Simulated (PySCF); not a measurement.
Vertical excitations of a molecule C₂H₄F₂Si from TDA-PBE0/def2-SVPD run with PySCF, as energy in eV (oscillator strength): 6.41 (0.000), 7.29 (0.005), 7.40 (0.433), 7.46 (0.016), 7.96 (0.166), 8.16 (0.004), 8.20 (0.000), 8.33 (0.032), 8.37 (0.005), 8.81 (0.000). Lowest triplet (TDA): 4.10 eV. Geometry: TPSSh-D3(BJ)/def2-SVP. The values are those of a single conformer.

Which molecule gave these data?
(A) C=C(F)[SiH2]F
(B) FC(F)=C[SiH3]
(C) C=C[SiH](F)F
(D) F/C=C(/F)[SiH3]

A, C=C(F)[SiH2]F
